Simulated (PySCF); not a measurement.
# A bond scan of BFH3N

Calculated results; nothing here was measured. The program is PySCF 2.14.0, an open-source quantum chemistry code, run on an isolated molecule that a program drew, which may never have been made. The molecule is BFH3N (charge 0, singlet), drawn as the SMILES string `NBF`.

The structure below is the HF double-zeta minimum with every atom moved a little at random, so it isn't optimised. Bond N1-B2 is then set to each length in the table by shifting atoms 2, 3, 6 along it, with nothing else relaxed.
```xyz
6
BFH3N, angstrom
N    -0.9720   -0.8484   -0.7196
B    -0.3259   -0.8784   -1.9604
F    -0.0889    0.2787   -2.5778
H    -1.2260   -0.0314   -0.2579
H    -1.1508   -1.6922   -0.2063
H     0.0186   -1.8926   -2.4592
```

E is the energy above the same method's energy at the HF double-zeta minimum. IE is the energy to remove one electron at fixed geometry, to the doublet state of charge +1, as a difference of total energies. The basis family is cc-pVnZ, with UHF for radicals and no spin-orbit coupling. Best is HF at quadruple zeta, plus MP2 correlation extrapolated from triple and quadruple zeta, plus CCSD(T) minus MP2 at triple zeta, with a frozen core. The other columns are at triple zeta.

```
bond (Å),E PBE (kcal/mol),E HF (kcal/mol),E CCSD(T) (kcal/mol),E best (kcal/mol),IE PBE (eV),IE HF (eV),IE CCSD(T) (eV),IE best (eV),T1
1.3993,0.99,0.28,0.67,0.64,11.149,9.799,11.211,11.403,0.012
1.4543,2.14,2.23,2.05,2.22,10.959,9.513,10.953,11.149,0.012
1.4763,3.23,3.67,3.25,3.48,10.879,9.403,10.853,11.050,0.012
1.6493,?,?,?,?,?,?,?,?,?
1.8213,42.00,49.48,45.00,45.26,9.652,7.929,9.481,9.716,0.017
1.9563,60.17,70.75,64.60,64.60,9.230,7.448,9.038,9.289,0.018
```

T1 is the CCSD diagnostic of the starting molecule.

**Estimate the best E and IE at 1.6493 Å from the other rows.**

A least-squares cubic in the inverse of the bond length through the other values of E best gives 21.34 kcal/mol there. A least-squares quadratic in the bond length through IE best gives 10.336 eV. The calculation gives 21.30 kcal/mol and 10.334 eV, so the fits miss by 0.04 kcal/mol and 0.002 eV. The same recipe one zeta lower moves these two values by 0.56 kcal/mol and 0.07 eV, a gauge of their own error. The rest of the row: E is 19.57 (PBE), 23.28 (HF), 20.88 (CCSD(T)); IE is 10.245 (PBE), 8.612 (HF), 10.120 (CCSD(T)); T1 is 0.014.
